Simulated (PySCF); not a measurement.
**Bonding in `CC(C)[C@H]1[C@@H]2C[C@@H]21`**

C7H12.
Numbering: `[CH3:1][CH:2]([CH3:3])[C@H:4]1[C@@H:5]2[CH2:6][C@H:7]12` (hydrogens: H8, H9, H10 on C1; H11 on C2; H12, H13, H14 on C3; H15 on C4; H16 on C5; H17, H18 on C6; H19 on C7)

Structure used (GFN2-xTB), in Å, numbered top down from 1:
```
atom  x, y, z in Å
C1    -1.953   -0.648    0.611
C2    -0.998   -0.191   -0.494
C3    -1.100    1.320   -0.686
C4     0.408   -0.659   -0.160
C5     1.626    0.089   -0.613
C6     2.561   -0.508    0.389
C7     1.260    0.086    0.824
H8    -2.978   -0.374    0.370
H9    -1.905   -1.727    0.737
H10   -1.685   -0.181    1.556
H11   -1.298   -0.676   -1.431
H12   -0.472    1.653   -1.508
H13   -0.799    1.847    0.216
H14   -2.128    1.595   -0.913
H15    0.481   -1.747   -0.143
H16    1.779    0.845   -1.352
H17    2.683   -1.586    0.418
H18    3.468    0.036    0.622
H19    1.037    0.837    1.549
```

Bond orders from the PBE0/pcSseg-1 density (PySCF). Isolated species at its GFN2-xTB geometry (one conformer only).

Task: Where do the orders between heavy atoms depart from those drawn in the SMILES?

Result: The largest departure is 0.192, at C7–C5 (drawn single, 0.808). Drawn single, order below 0.88: C7–C5 (0.808).

Task: Set the Mayer orders of the bonds between heavy atoms beside their lengths.

Result: 
```tsv
bond	drawn as	length (Å)	Mayer order
C1–C2	single	1.530	1.032
C2–C3	single	1.526	1.035
C2–C4	single	1.519	1.008
C4–C5	single	1.499	0.957
C5–C6	single	1.495	0.981
C6–C7	single	1.495	0.984
C7–C4	single	1.500	0.941
C7–C5	single	1.483	0.808
```

Bonds between the same two heavy elements. C–C: lowest C7–C5 (0.808, 1.483 Å), highest C2–C3 and C1–C2 (1.035, 1.526 Å); in 21 of the 28 pairs the longer bond (by over 0.003 Å) has the higher order (by 0.02 or more). Bonds named together lie within 0.004.

Task: And the bonds to hydrogen?

Result: C–H: 0.93 to 0.98 (12 bonds).

Task: Sum the orders of all bonds at each heavy atom with more than one neighbour and set the sums beside the valence in the SMILES.

Result: C1 3.930 (drawn 4), C2 4.014 (drawn 4), C3 3.922 (drawn 4), C4 3.834 (drawn 4), C5 3.729 (drawn 4), C6 3.853 (drawn 4), C7 3.717 (drawn 4). Orders between atoms that aren't bonded are not in these sums.

Mayer orders depend on the basis set.
